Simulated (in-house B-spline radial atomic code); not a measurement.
## The rhenium ion Re³⁺: [Xe] 4f14 5d4

Computed with a B-spline radial code for spherical atoms: Dirac-Kohn-Sham PBEsol, spherical fractional occupations, Fermi nucleus of rms radius 5.3698 fm.

Z_r = [3n² - l(l+1)]/(2<r>); Z_e = n√(-2ε); the last column is Slater's effective charge. Values are occupation-weighted means over j. An effective charge above Z reflects the relativistic contraction of the inner shells.

```csv
shell,electrons,ε (eV),<r> (bohr),Z_r,Z_e,Slater
1s,2,-71536,0.01805,83.13,72.51,74.70
2s,2,-12420,0.07561,79.35,60.43,70.85
2p,6,-10930,0.06786,73.69,56.69,70.85
3s,2,-2898.1,0.197,68.53,43.78,63.75
3p,6,-2452.2,0.197,63.46,40.28,63.75
3d,10,-1906.7,0.1793,58.57,35.51,53.85
4s,2,-628.12,0.4406,54.47,27.18,47.25
4p,6,-480.22,0.4674,49.21,23.76,47.25
4d,10,-284.54,0.5003,41.97,18.29,35.85
5s,2,-114.8,1.034,36.28,14.52,17.35
5p,6,-77.151,1.194,30.57,11.91,17.35
4f,14,-72.129,0.5803,31.02,9.21,24.45
5d,4,-33.067,1.677,20.57,7.79,5.95
```

The least bound orbital is 5d5/2 at -32.62 eV, and it is also the most diffuse (<r> = 1.695 bohr).

Spin-orbit splittings of the orbital energies (j = l + 1/2 above j = l - 1/2 when positive): 2p 1439 eV, 3p 312.4 eV, 3d 67.84 eV, 4p 72.98 eV, 4d 13.49 eV, 5p 11.19 eV, 4f 2.516 eV, 5d 1.116 eV.

For the 1s electron the small component carries 8.01 % of the norm, the zero-frequency Breit interaction raises the level by 254.4 eV, self-energy by 159.7 eV, and vacuum polarisation lowers it by 30.67 eV.
